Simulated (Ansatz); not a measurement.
Cost and result for the atomization energy of GeH6O2Si (`O[SiH2][O][GeH3]`) (10 atoms, 9 bonds).

```xyz
10

O    -0.268    1.355    1.632
Si    0.694    0.102    1.177
O     0.026   -0.818    0.012
Ge   -0.470   -0.490   -1.665
H    -1.060    1.151    2.131
H     1.931    0.755    0.689
H     0.949   -0.806    2.322
H    -1.940   -0.044   -1.642
H    -0.298   -1.815   -2.417
H     0.436    0.611   -2.240
```

The species carries charge 0 and has multiplicity 1. Correlated methods include outer-core shells of Ge, which these sets cover unevenly. Scalar relativity is left out up to krypton. All single points use the PBE0-D4/def2-TZVP geometry. It is one conformer, not always the lowest. Program: Ansatz. All runs use 4 threads of a server CPU on a shared host. Times are those of one run each, without the atoms' runs, and a repeat can differ threefold. Electronic energies, without spin–orbit coupling; frozen cores. CCSD(T)/CBS adds CCSD(T) − MP2 in def2-TZVPP to the MP2 limit, and its time is that of the two runs behind it. T1 = 0.012. With those shells the extrapolation isn't a true limit. B3LYP takes the VWN-RPA correlation (the form of Gaussian; ORCA's B3LYP/G).

CCSD(T)/CBS is a level of theory with its own doubt, some kJ/mol a heavy atom from the limit and from the frozen cores, so smaller differences don't rank the functionals.

| level | functions | wall time |
| --- | --- | --- |
| PBE-D4/def2-TZVPP (with forces) | 236 | 4.1 s |
| PBE0-D4/def2-TZVPP | 236 | 4.5 s |
| B3LYP-D4/def2-TZVPP (with forces) | 236 | 7.5 s |
| r2SCAN-D4/def2-TZVPP (with forces) | 236 | 8 s |
| B2PLYP/def2-TZVPP | 236 | 8.5 s |
| ωB97X-V/def2-TZVPP | 236 | 13 s |
| ωB97M-V/def2-TZVPP (with forces) | 236 | 19 s |
| MP2/def2-QZVPP | 453 | 33 s |
| CCSD(T)/def2-TZVPP | 236 | 4.2 min |
| CCSD(T)/CBS(def2) | – | 4.7 min |

Problem. What atomization energy does each give, and how far from CCSD(T)/CBS? (Best estimate.)

Solution. Ansatz gave: 
| level | atomization (kcal/mol) | difference from CCSD(T)/CBS | per bond |
| --- | --- | --- | --- |
| PBE-D4/def2-TZVPP (with forces) | 791.9 | -11.5 | -1.3 |
| PBE0-D4/def2-TZVPP | 780.8 | -22.6 | -2.5 |
| B3LYP-D4/def2-TZVPP (with forces) | 791.8 | -11.6 | -1.3 |
| r2SCAN-D4/def2-TZVPP (with forces) | 796.3 | -7.1 | -0.8 |
| B2PLYP/def2-TZVPP | 787.3 | -16.1 | -1.8 |
| ωB97X-V/def2-TZVPP | 801.6 | -1.8 | -0.2 |
| ωB97M-V/def2-TZVPP (with forces) | 796.1 | -7.3 | -0.8 |
| MP2/def2-QZVPP | 804.1 | 0.7 | 0.1 |
| CCSD(T)/def2-TZVPP | 782.7 | -20.7 | -2.3 |
| CCSD(T)/CBS(def2) | 803.4 | 0.0 | 0.0 |

From PBE to PBE0 (25 % exact exchange), in def2-TZVPP and without D4, the atomization energy moves by −10.4 kcal/mol: exact exchange takes away binding that semilocal exchange gives to molecules. The D4 term adds +7.4 kcal/mol with B3LYP and +3.9 kcal/mol with PBE0; it sums over pairs of atoms, weighted by their polarisabilities, and B3LYP, whose exchange is more repulsive, gets the larger term. In def2-TZVPP, CCSD(T) changes the Hartree–Fock value by +204.7 kcal/mol (the triples alone add +9.9 kcal/mol) and MP2 by +213.5 kcal/mol; breaking electron pairs costs correlation energy, which Hartree–Fock lacks.
